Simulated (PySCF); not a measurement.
Method: PBE-D3(BJ)/def2-TZVP // B3LYP-D3(BJ)/def2-TZVP run with PySCF. All species are isolated molecules in the gas phase. 

Reference species (SMILES): `C1=[SiH]CC1` (neutral, multiplicity 1).

```
Item              Value
-------------  --------
LUMO           -1.62 eV
dipole moment    0.80 D
```

Changed species: `[SiH2]1C=CC1`.

Question: Give the shifts of the LUMO and dipole moment.

Answer: the LUMO rises by 0.44 eV, to -1.18 eV; the dipole moment decreases by 0.14 D, to 0.66 D.
